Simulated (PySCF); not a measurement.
# Peak assignment

Bonds: B1-O2, O2-C3, C3-C4, C4-C5, C5-C6, C6-C7, C7-N8, C6-O2. B1 carries H9, H10, H11; C3 carries H12, H13; C4 carries H14, H15; C5 carries H16, H17; C6 carries H18; C7 carries H19; N8 carries H20.

[PySCF 2.14.0 with density-fitted response routines: NMR shieldings at KT2/pcSseg-1/GIAO; structure optimised with PBE0-D3(BJ)/def2-SVP; in vacuum; single conformer; equivalent nuclei averaged; non-relativistic Hamiltonian]

δ = σ(ref) − σ, references computed at the same level: ¹³C (σ = 183.22 ppm) and ¹H (σ = 31.18 ppm) vs TMS.

(1) Assign these signals to the numbered atoms. ¹³C{¹H} NMR (computed): δ 165.9, 91.2, 79.7, 29.1, 25.5.

(2) Assign these signals to the numbered atoms. ¹H NMR (400 MHz, computed): δ 9.81 (br s, 1H), 8.23 (d, 1H), 4.40 (m, 1H), 4.23 (m, 1H), 3.56 (m, 1H), 3.26 (br, 3H), 3.20 (m, 1H), 1.73 (m, 1H), 1.72 (m, 1H), 1.68 (m, 1H).

Results:

(1) 
| δ (ppm) | atoms | environment | reason |
| --- | --- | --- | --- |
| 165.9 | C7 | carbon bonded to C, N, H | – |
| 91.2 | C6 | carbon bonded to 2 C, O, H | – |
| 79.7 | C3 | carbon bonded to C, O, 2 H | – |
| 29.1 | C4 | carbon bonded to 2 C, 2 H | – |
| 25.5 | C5 | carbon bonded to 2 C, 2 H | – |

(2) 
9.81 → H20, hydrogen on a nitrogen bonded to C
8.23 → H19, hydrogen on a carbon bonded to C, N
4.40 → H18, hydrogen on a carbon bonded to 2 C, O
4.23 → H12, hydrogen on a carbon bonded to C, O
3.56 → H13, hydrogen on a carbon bonded to C, O
3.26 → H9/H10/H11, hydrogen on a boron bonded to O
3.20 → H16, hydrogen on a carbon bonded to 2 C
1.73 → H14, hydrogen on a carbon bonded to 2 C
1.72 → H15, hydrogen on a carbon bonded to 2 C
1.68 → H17, hydrogen on a carbon bonded to 2 C

H9/H10/H11 and H16; H14 and H15; H15 and H17 lie closer than the usual error of such a calculation, so a measured spectrum could show them in the other order.

OH/NH shifts are gas-phase values; hydrogen bonding in solution moves them, usually downfield. Hydrogens on boron are broadened and split by ¹¹B (spin 3/2, 80 %) and 10B (spin 3). Shifts are as computed. Against solution values, carbons near 30 ppm lie about +2 ppm off and those near 130 ppm about -5 ppm. Of 1211 compounds with measured shifts, 218 miss one by over three times the rms of a fit or turn the order of signals round; such compounds aren't used in these exercises. Multiplicities follow the n + 1 count of equivalent neighbours, as no J values were calculated; m marks all less simple cases, F and P coupling included.
